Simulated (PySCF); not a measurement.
C2H6ClGa, SMILES [Cl][Ga]([CH3])[CH3].

The structure is a stationary point at B3LYP-D3(BJ)/def2-SVP. The isomer is the one that the SMILES or the coordinates give; other isomers of the formula were not compared.

Calculation: PBE/def2-TZVP (PySCF).

Symmetry labels are those of the subgroup C2 that the program uses (full group C2).

Q: List the valence orbital energies around the gap with their symmetry. (An estimate is asked for; the answer gives what the named calculation found.)

A: 
```tsv
orbital	symmetry	energy (eV)
HOMO−7	A	-10.00
HOMO−6	B	-9.95
HOMO−5	B	-9.83
HOMO−4	A	-9.75
HOMO−3	A	-7.72
HOMO−2	B	-7.55
HOMO−1	B	-7.29
HOMO	B	-6.56
LUMO	B	-1.73
LUMO+1	A	-0.76
LUMO+2	A	0.66
LUMO+3	B	0.93
```
